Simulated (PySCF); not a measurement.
Molecule: SMILES [SiH3]O[Si@](F)([SiH3])Cl, ClFH₆OSi₃.

Bonds (- single, = double, # triple, : aromatic): F1-Si2 1.619 Å, Si2-Si3 2.324 Å, Si2-Cl4 2.063 Å, Si2-O5 1.633 Å, O5-Si6 1.674 Å. Si3 carries H7, H8, H9; Si6 carries H10, H11, H12. Stereochemistry as in F[Si@@]([SiH3])(Cl)O[SiH3].

Geometry PBE0-D3(BJ)/def2-SVP throughout; GIAO in PySCF 2.14, gas phase, one conformer, non-relativistic; equivalent atoms averaged; functional PBE0.

Q: How do the shifts δ (against CFCl3, TMS, HCl, H2O at the same level) depend on the basis set? (ppm; last column core-seconds on 1 thread of an x86-64 server CPU, shared host)

A: 
| basis set | functions | F1 | Si2 | Si6 | Si3 | Cl4 | O5 | H10/H11/H12 | H7/H8/H9 | core-s |
| --- | --- | --- | --- | --- | --- | --- | --- | --- | --- | --- |
| STO-3G | 52 | -139.0 | 5.8 | -42.1 | -99.7 | -112.9 | -116.4 | 2.57 | 1.87 | 3.4 |
| 6-31G | 82 | -135.3 | 49.4 | -3.5 | -78.6 | 82.5 | 35.0 | 5.35 | 3.35 | 6.2 |
| 6-31G* | 112 | -92.9 | 8.6 | -7.4 | -70.7 | 81.7 | 63.3 | 5.37 | 3.56 | 8.8 |
| def2-SVP | 130 | -74.4 | -16.2 | -42.7 | -100.0 | 114.1 | 77.6 | 5.05 | 3.45 | 9.1 |
| pcSseg-1 | 160 | -103.6 | -12.9 | -35.4 | -107.4 | 121.8 | 76.3 | 5.07 | 3.46 | 43 |
| 6-311+G(2d,p) | 230 | -108.4 | -17.3 | -37.5 | -108.3 | 135.8 | 77.1 | 5.34 | 3.82 | 22 |
| def2-TZVP | 246 | -97.5 | -22.7 | -39.9 | -112.1 | 123.8 | 87.9 | 5.33 | 3.78 | 25 |

Q: Which nucleus moves most, in ppm?

A: Cl4 (chlorine bonded to Si): from -112.9 ppm with STO-3G to 135.8 ppm with 6-311+G(2d,p). The smallest spread is 1.95 ppm, at H7/H8/H9.

Q: Taking the largest basis, def2-TZVP (246 functions), as the yardstick, rank the others by their worst heavy-atom deviation.

A: pcSseg-1 11.6 ppm (160 functions), 6-311+G(2d,p) 12.0 ppm (230 functions), def2-SVP 23.1 ppm (130 functions), 6-31G* 42.0 ppm (112 functions), 6-31G 72.0 ppm (82 functions), STO-3G 236.7 ppm (52 functions).

A small basis that lands close on one nucleus may do so by chance; judge by the trend and by all nuclei.
